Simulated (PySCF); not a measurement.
# Ce(NH2)3: from a saddle point downhill

PySCF 2.14.0, RKS PBE0, Ce lcecp-1-SVP with ECP47, N def2-SVP, H def2-SVP; non-relativistic Hamiltonian with scalar-relativistic core potentials where named; density fitting; no spin-orbit coupling. Relaxed within the symmetry of its start, the geometry (D3h) is

```xyz
10

Ce    0.0000    0.0000    0.0000
N     2.3144    0.0000    0.0000
H     2.9447    0.0001    0.8044
H     2.9447    0.0001   -0.8044
N    -1.1572    2.0043    0.0000
H    -1.4724    2.5501    0.8044
H    -1.4724    2.5501   -0.8044
N    -1.1572   -2.0044    0.0000
H    -1.4723   -2.5502    0.8044
H    -1.4723   -2.5502   -0.8044
```

and its lowest harmonic modes are -468, -468, -435, -124, 100, 100 cm⁻¹ (negative: unstable). It was moved along the lowest mode and relaxed again.

Task: Where does it end, and how much lower?

Result: In nearly C3v, 0.980 eV lower, after 46 steps:
```xyz
10

Ce   -0.0080   -0.0190   -0.1638
N     2.2670   -0.0045   -0.0101
H     2.8884   -0.8022    0.1395
H     2.8838    0.8098   -0.0425
N    -1.1362    1.9615   -0.2430
H    -2.1450    2.1189   -0.2074
H    -0.7225    2.8956   -0.2640
N    -1.1398   -1.9663    0.1903
H    -0.7369   -2.8912    0.3531
H    -2.1509   -2.1026    0.2479
```

Task: How do the contacts change?

Result: 
```
     contact  saddle (Å)  end (Å)
Ce1–N2 (NH2)       2.314    2.280
Ce1–N5 (NH2)       2.314    2.281
Ce1–N8 (NH2)       2.314    2.280
```


No frequency check is given for the end, and other unstable modes may remain.

An lcecp potential fixes the number of 4f electrons, so in runs with it no electron can move into or out of that shell.

State: singlet in the valence, with the 4f electrons in the core potential.
